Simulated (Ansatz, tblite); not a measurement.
Spin states of the cluster AlAs₂⁻, each relaxed with PBE-D4/def2-TZVPD in Ansatz. Electronic energies in the gas phase.

The xTB rows come from tblite. HSE06 is defined as in plane-wave codes, on full-range PBE exchange. Correlated methods freeze 23 core orbitals; core or outer-core shells of As are correlated, in sets that lack core-valence functions. The structure comes from a short search, and lower isomers may exist.

Singlet geometry (C2v within 0.1 Å):

```xyz
3

Al    1.446   -0.366   -0.281
As   -0.403    1.260    0.386
As   -1.043   -0.894   -0.106
```

Triplet geometry (C2v within 0.1 Å):

```xyz
3

Al   -0.8196   -0.4297    1.2379
As    0.3770    1.3211   -0.2565
As    0.4426   -0.8915   -0.9814
```

Quintet geometry (C2v within 0.1 Å):

Cartesian coordinates in Å:
```
Al -0.026 0.688 -1.341
As 0.577 0.585 1.136
As -0.551 -1.273 0.205
```

⟨S²⟩: triplet 2.02 at PBE0-D4/def2-TZVPD (pure 2.00), quintet 6.01 at PBE0-D4/def2-TZVPD (pure 6.00).

Run but left out: HF/STO-3G (singlet: restricted singlet, unstable in another Hartree–Fock run and untested here); HF/def2-TZVPD, HF/def2-TZVPPD (singlet: restricted singlet, unstable towards broken spin symmetry).

Only these spin states were relaxed.

```
                  level  triplet − singlet (kcal/mol)  quintet − singlet (kcal/mol)  lowest of these                                                                          remarks
               GFN1-xTB                          18.8                         108.1          singlet                                                                                –
               GFN2-xTB                          14.2                          63.1          singlet                                                                                –
 LDA (SPW92)/def2-TZVPD                          15.5                          60.8          singlet  HOMO above zero (quintet), HOMO above zero (singlet), HOMO above zero (triplet)
      PBE-D4/def2-TZVPD                          12.7                          54.4          singlet  HOMO above zero (quintet), HOMO above zero (singlet), HOMO above zero (triplet)
     BLYP-D4/def2-TZVPD                          13.1                          59.4          singlet  HOMO above zero (quintet), HOMO above zero (singlet), HOMO above zero (triplet)
   r2SCAN-D4/def2-TZVPD                          10.0                          49.1          singlet  HOMO above zero (quintet), HOMO above zero (singlet), HOMO above zero (triplet)
     PBE0-D4/def2-TZVPD                          11.6                          51.9          singlet                                                        HOMO above zero (quintet)
    HSE06-D4/def2-TZVPD                          11.6                          51.9          singlet                             HOMO above zero (quintet), HOMO above zero (triplet)
CAM-B3LYP-D4/def2-TZVPD                          11.9                          56.4          singlet                                                                                –
     RPA@PBE/def2-TZVPD                          14.4                          57.6          singlet                                                                                –
         MP2/def2-TZVPD                          17.6                          58.2          singlet                                                restricted SCF unstable (singlet)
        MP2/def2-TZVPPD                          17.6                          58.3          singlet                                                restricted SCF unstable (singlet)
       CCSD/def2-TZVPPD                          13.4                          55.0          singlet                                                restricted SCF unstable (singlet)
    CCSD(T)/def2-TZVPPD                          15.1                          57.6          singlet                                                restricted SCF unstable (singlet)
```

Change of the quintet − singlet gap on mixing in exact exchange, in kcal/mol: PBE to PBE0 (25 % exact exchange) -2.5.

The xTB methods have no spin-polarisation term.
